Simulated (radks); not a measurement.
Results of a calculation; reference values are marked as such.
Task: Ionisation of neutral hafnium, [Xe] 4f14 5d2 6s2, to Hf+, [Xe] 4f14 5d1 6s2, under several functionals. Dirac Kohn-Sham, spin-unpolarised, spherical densities, finite nucleus; open shells fill j = l - 1/2 first; a radial shooting solver on a logarithmic mesh with Libxc functionals. The NIST Atomic Spectra Database gives 6.825 eV (measured). Rank these functionals by the error of their Delta-SCF ionisation energy: exchange-only LDA; PW91; LDA (Slater exchange, Perdew-Zunger correlation); HCTH/407; BP86; BLYP; Wu-Cohen GGA; RPBE.

Result: From best to worst: BP86 6.848 eV (+0.023); HCTH/407 6.858 eV (+0.032); PW91 6.761 eV (-0.064); Wu-Cohen GGA 6.749 eV (-0.076); LDA (Slater exchange, Perdew-Zunger correlation) 6.934 eV (+0.109); RPBE 6.629 eV (-0.196); BLYP 6.574 eV (-0.251); exchange-only LDA 5.782 eV (-1.043). Spin polarisation and multiplet splitting are left out, so open shells lie too high by an amount that depends on their filling.

Beside tabulated values, note that spin-unpolarised runs miss the spin-polarisation part of the exchange energy of open shells.
